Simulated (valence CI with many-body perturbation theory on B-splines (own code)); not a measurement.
**E1 transitions of Ir62+**

Calculated by configuration interaction combined with many-body perturbation theory (CI+MBPT): five valence electrons over a frozen Dirac-Fock core [Ne], a basis of 11 s, 11 p, 10 d, 8 f, 5 g, 2 h functions for each j, with the one-electron correlation potential Σ1, the two-electron term Σ2, the three-electron term Σ3, Breit, model QED; selected CI, second order for the rest, scaled by the run's own slope (own B-spline code, finite nucleus).

No measured spectrum was set against this ion. As an estimate, large intervals hold to a few tenths of a per cent, small ones and those within an open d or f shell to about a per cent. Among the levels kept, up to 3100 cm⁻¹ of a level comes from second order outside the variational space, and about a tenth of that is noise between levels of different J, which matters for small intervals.

Lines 101 to 150 of 577 in falling wavelength, among levels below 1556.8 eV, chosen from the strongest by gf and those to the six lowest levels. Wavelengths and rates use the calculated energies. Electric multipoles are in the length gauge, E1 and E2 with the static RPA response of the core. Weak lines are less certain than strong ones. Lines between different terms over intervals too small for the method are left out, as are lines whose strength nearly cancels. Where a level lies close to another of its J and parity, the split of strength between their lines is uncertain. The highest levels of a list are the least certain.

Levels are named by their leading jj configuration (3d3/2^4 stands for four electrons in 3d with j = 3/2), which in mixed levels can hold well under half, so a name can repeat and another be missing. Letters in brackets count levels of one name in rising energy.

```
λ vac (nm)                               Upper                               Lower   A (s⁻¹)  S (a.u.) with core polarisation  S without
     3.766          (3s 3p1/2^2 3d5/2^2) J=5/2  (3s 3p1/2^2 3p3/2 3d5/2) J=3/2 [b]  7.37e+10                         1.17e-02   1.18e-02
     3.761          (3s^2 3p3/2 3d5/2^2) J=7/2      (3s^2 3p3/2^2 3d5/2) J=5/2 [a]  3.70e+10                         7.78e-03   7.88e-03
     3.732          (3s 3p1/2^2 3d5/2^2) J=9/2  (3s 3p1/2^2 3p3/2 3d5/2) J=7/2 [b]  7.61e+10                         1.95e-02   1.98e-02
     3.696          (3s^2 3p1/2 3d5/2^2) J=3/2      (3s^2 3p1/2 3p3/2 3d5/2) J=1/2  1.62e+11                         1.61e-02   1.63e-02
     3.695  (3s 3p1/2^2 3p3/2 3d5/2) J=3/2 [a]          (3s 3p1/2^2 3p3/2^2) J=3/2  7.80e+10                         7.77e-03   7.86e-03
     3.673          (3s 3p1/2^2 3d5/2^2) J=7/2  (3s 3p1/2^2 3p3/2 3d5/2) J=5/2 [b]  3.51e+11                         6.86e-02   6.94e-02
     3.666  (3s^2 3p1/2 3p3/2 3d5/2) J=3/2 [a]          (3s^2 3p1/2 3p3/2^2) J=5/2  2.59e+10                         2.52e-03   2.55e-03
     3.648          (3s^2 3p1/2 3d5/2^2) J=7/2  (3s^2 3p1/2 3p3/2 3d5/2) J=5/2 [b]  4.86e+11                         9.31e-02   9.42e-02
     3.648          (3s^2 3p1/2 3d5/2^2) J=9/2  (3s^2 3p1/2 3p3/2 3d5/2) J=7/2 [b]  4.10e+11                         9.82e-02   9.93e-02
     3.642          (3s^2 3p1/2 3d5/2^2) J=5/2  (3s^2 3p1/2 3p3/2 3d5/2) J=3/2 [b]  1.67e+11                         2.39e-02   2.42e-02
     3.635  (3s 3p1/2^2 3d3/2 3d5/2) J=3/2 [b]  (3s 3p1/2^2 3p3/2 3d3/2) J=1/2 [b]  7.57e+10                         7.18e-03   7.26e-03
     3.628          (3s 3p1/2^2 3d5/2^2) J=3/2  (3s 3p1/2^2 3p3/2 3d5/2) J=3/2 [b]  1.22e+11                         1.15e-02   1.16e-02
     3.627  (3s^2 3p1/2 3p3/2 3d5/2) J=5/2 [a]          (3s^2 3p1/2 3p3/2^2) J=5/2  1.22e+11                         1.73e-02   1.75e-02
     3.614  (3s 3p1/2 3p3/2^2 3d5/2) J=7/2 [b]            (3s 3p1/2 3p3/2^3) J=5/2  3.93e+10                         7.33e-03   7.42e-03
     3.610  (3s^2 3p3/2 3d3/2 3d5/2) J=3/2 [a]          (3s^2 3p3/2^2 3d3/2) J=1/2  6.47e+10                         6.01e-03   6.08e-03
     3.605  (3s^2 3p1/2 3d3/2 3d5/2) J=7/2 [a]      (3s^2 3p1/2 3p3/2 3d3/2) J=7/2  6.68e+10                         1.24e-02   1.25e-02
     3.604          (3s 3p1/2^2 3d5/2^2) J=3/2  (3s 3p1/2^2 3p3/2 3d5/2) J=5/2 [b]  7.55e+10                         6.97e-03   7.06e-03
     3.589  (3s^2 3p3/2 3d3/2 3d5/2) J=5/2 [b]      (3s^2 3p3/2^2 3d3/2) J=3/2 [a]  9.29e+10                         1.27e-02   1.29e-02
     3.584  (3s^2 3p3/2 3d3/2 3d5/2) J=3/2 [a]      (3s^2 3p3/2^2 3d3/2) J=3/2 [a]  8.14e+10                         7.40e-03   7.49e-03
     3.582  (3s 3p1/2^2 3d3/2 3d5/2) J=7/2 [b]  (3s 3p1/2^2 3p3/2 3d3/2) J=5/2 [b]  2.16e+11                         3.92e-02   3.97e-02
     3.560      (3s 3p1/2^2 3d3/2 3d5/2) J=1/2  (3s 3p1/2^2 3p3/2 3d3/2) J=1/2 [b]  2.28e+11                         1.01e-02   1.03e-02
     3.554  (3s^2 3p1/2 3d3/2 3d5/2) J=5/2 [b]  (3s^2 3p1/2 3p3/2 3d3/2) J=3/2 [b]  2.65e+11                         3.53e-02   3.57e-02
     3.553          (3s 3p1/2^2 3d5/2^2) J=3/2      (3s 3p1/2^2 3p3/2 3d5/2) J=1/2  1.58e+11                         1.40e-02   1.41e-02
     3.550         (3s^2 3p3/2 3d5/2^2) J=11/2          (3s^2 3p3/2^2 3d5/2) J=9/2  2.70e+11                         7.16e-02   7.24e-02
     3.547          (3s^2 3p1/2 3d5/2^2) J=5/2  (3s^2 3p1/2 3p3/2 3d5/2) J=7/2 [b]  1.01e+11                         1.34e-02   1.35e-02
     3.544  (3s 3p1/2^2 3d3/2 3d5/2) J=5/2 [b]  (3s 3p1/2^2 3p3/2 3d3/2) J=3/2 [b]  8.91e+10                         1.17e-02   1.19e-02
     3.543          (3s 3p1/2^2 3d5/2^2) J=9/2  (3s 3p1/2^2 3p3/2 3d5/2) J=7/2 [a]  2.92e+11                         6.40e-02   6.48e-02
     3.541  (3s^2 3p3/2 3d3/2 3d5/2) J=5/2 [b]          (3s^2 3p3/2^2 3d3/2) J=5/2  9.59e+10                         1.26e-02   1.28e-02
     3.541  (3s 3p1/2 3p3/2^2 3d5/2) J=3/2 [d]            (3s 3p1/2 3p3/2^3) J=1/2  7.52e+10                         6.59e-03   6.67e-03
     3.537  (3s^2 3p1/2 3p3/2 3d5/2) J=3/2 [a]          (3s^2 3p1/2 3p3/2^2) J=3/2  1.98e+11                         1.73e-02   1.75e-02
     3.523  (3s^2 3p3/2 3d3/2 3d5/2) J=5/2 [b]          (3s^2 3p3/2^2 3d3/2) J=7/2  5.25e+10                         6.80e-03   6.89e-03
     3.521  (3s^2 3p3/2 3d3/2 3d5/2) J=7/2 [b]          (3s^2 3p3/2^2 3d3/2) J=7/2  2.16e+11                         3.73e-02   3.78e-02
     3.519          (3s 3p1/2^2 3d5/2^2) J=7/2  (3s 3p1/2^2 3p3/2 3d5/2) J=7/2 [b]  1.44e+11                         2.49e-02   2.52e-02
     3.517  (3s 3p1/2 3p3/2^2 3d5/2) J=5/2 [a]        (3s 3p1/2 3p3/2^3) J=3/2 [a]  8.30e+10                         1.07e-02   1.08e-02
     3.515  (3s 3p1/2 3p3/2^2 3d5/2) J=3/2 [c]            (3s 3p1/2 3p3/2^3) J=5/2  1.75e+11                         1.50e-02   1.52e-02
     3.506          (3s^2 3p1/2^2 3d5/2) J=5/2          (3s^2 3p1/2^2 3p3/2) J=3/2  2.95e+11                         3.76e-02   3.80e-02
     3.505  (3s 3p1/2^2 3p3/2 3d5/2) J=5/2 [a]          (3s 3p1/2^2 3p3/2^2) J=5/2  2.14e+11                         2.72e-02   2.76e-02
     3.501  (3s^2 3p1/2 3p3/2 3d5/2) J=5/2 [a]          (3s^2 3p1/2 3p3/2^2) J=3/2  7.20e+10                         9.15e-03   9.26e-03
     3.487      (3s 3p1/2^2 3p3/2 3d5/2) J=1/2          (3s 3p1/2^2 3p3/2^2) J=1/2  3.52e+11                         1.47e-02   1.49e-02
     3.478  (3s 3p1/2^2 3d3/2 3d5/2) J=3/2 [b]  (3s 3p1/2^2 3p3/2 3d3/2) J=3/2 [b]  1.00e+11                         8.33e-03   8.43e-03
     3.474  (3s 3p1/2 3p3/2^2 3d5/2) J=1/2 [d]        (3s 3p1/2 3p3/2^3) J=3/2 [b]  2.28e+11                         9.46e-03   9.57e-03
     3.474  (3s^2 3p1/2 3d3/2 3d5/2) J=7/2 [a]  (3s^2 3p1/2 3p3/2 3d3/2) J=5/2 [a]  2.63e+11                         4.35e-02   4.41e-02
     3.473  (3s^2 3p1/2 3p3/2 3d5/2) J=3/2 [b]          (3s^2 3p1/2 3p3/2^2) J=1/2  3.20e+11                         2.64e-02   2.68e-02
     3.472  (3s 3p1/2 3p3/2^2 3d5/2) J=5/2 [c]            (3s 3p1/2 3p3/2^3) J=5/2  6.28e+10                         7.79e-03   7.88e-03
     3.472  (3s^2 3p1/2 3d3/2 3d5/2) J=5/2 [a]  (3s^2 3p1/2 3p3/2 3d3/2) J=3/2 [a]  2.01e+11                         2.49e-02   2.52e-02
     3.467  (3s 3p1/2 3p3/2^2 3d5/2) J=3/2 [a]        (3s 3p1/2 3p3/2^3) J=3/2 [a]  1.01e+11                         8.27e-03   8.37e-03
     3.466  (3s^2 3p3/2 3d3/2 3d5/2) J=3/2 [b]      (3s^2 3p3/2^2 3d3/2) J=3/2 [b]  3.84e+11                         3.16e-02   3.20e-02
     3.456      (3s^2 3p1/2 3d3/2 3d5/2) J=9/2      (3s^2 3p1/2 3p3/2 3d3/2) J=7/2  3.42e+11                         6.96e-02   7.04e-02
     3.455  (3s^2 3p1/2 3d3/2 3d5/2) J=3/2 [b]  (3s^2 3p1/2 3p3/2 3d3/2) J=3/2 [b]  7.59e+10                         6.18e-03   6.25e-03
     3.453          (3s 3p1/2^2 3d5/2^2) J=5/2  (3s 3p1/2^2 3p3/2 3d5/2) J=3/2 [a]  4.84e+10                         5.90e-03   5.97e-03
```
